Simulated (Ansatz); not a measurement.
# A rate constant, worked out

An elementary step of HfH2Cl2O2, closed shell (HfH₂Cl₂O₂ ([OH][Hf]([OH])([Cl])[Cl]) → HfCl₂O ([O][Hf]([Cl])[Cl]) + H₂O (still joined by a long Hf–O bond); Hf–O, O–H broken or loosened, O–H formed or tightened). The start structure is the reactant molecule, and the electronic barrier above it is 2.214 eV by CCSD(T) at an estimated basis limit (MP2 extrapolated from triple and quadruple zeta, plus CCSD(T) − MP2 in triple zeta). Ansatz 0.2.0; basis: def2-TZVPP and def2-QZVPP; cores frozen in the correlated methods. Core potentials replace the inner electrons of the atoms past krypton. Extrapolation: Hartree–Fock as exp(−7.88 √X), correlation as X^−2.97. Harmonic wavenumbers at PBE0-D4/def2-TZVP (Ansatz 0.2.0), in cm⁻¹:

Start: 96, 122, 143, 144, 145, 175, 231, 263, 285, 369, 375, 710, 733, 4015, 4019.

Saddle: 1189i, 74, 87, 101, 177, 356, 377, 380, 416, 600, 713, 885, 1250, 1983, 3901.

(1) Work out the transition-state-theory rate constant at 700 K from these numbers alone (harmonic vibrations; rotation, path degeneracy and anharmonicity left out), and the Wigner tunnelling factor. Use 1 cm⁻¹ = 1.2398 × 10⁻⁴ eV and k_B = 8.617 × 10⁻⁵ eV/K.

The T1 diagnostic stays at or below 0.018.

Results:

(1) Zero-point energies, half the sums: start 11825/2 cm⁻¹ = 0.7331 eV; saddle, real modes only, 11300/2 cm⁻¹ = 0.7005 eV.
Barrier with zero-point energy: 2.214 + 0.7005 − 0.7331 = 2.1814 eV.
k_BT = 0.06032 eV, so the barrier is 36.16 k_BT.
Vibrational partition functions from the zero-point level, ln q = −Σ ln(1 − exp(−hν/k_BT)): start 12.937, saddle 9.950.
k = (k_BT/h) exp(ln q‡ − ln q) exp(−E0/k_BT), with log₁₀(k_BT/h in s⁻¹) = 13.16: log₁₀ k = 13.16 + (-2.987 − 36.16)/2.3026 = -3.84, so k ≈ 1 × 10^(-4) s⁻¹.
Wigner factor: 1 + (hν‡/k_BT)²/24 = 1 + (2.44)²/24 = 1.25. A change of 1 kcal/mol (0.043 eV) in the barrier would change k by a factor of 2.1 at this temperature.

Labels in which every atom is bracketed show which atoms are joined, not bond orders.

For scale, one of the runs: CCSD(T)/def2-TZVPP, 230 basis functions, launched by `ansatz run in.yaml --threads 8 --pin off --events-out ev --progress --plain --max-ram 19148MiB`. Time: 29 s of wall clock on 8 CPU threads of an AMD EPYC 9R45; the host was shared. Peak host memory: 4.4 GiB.
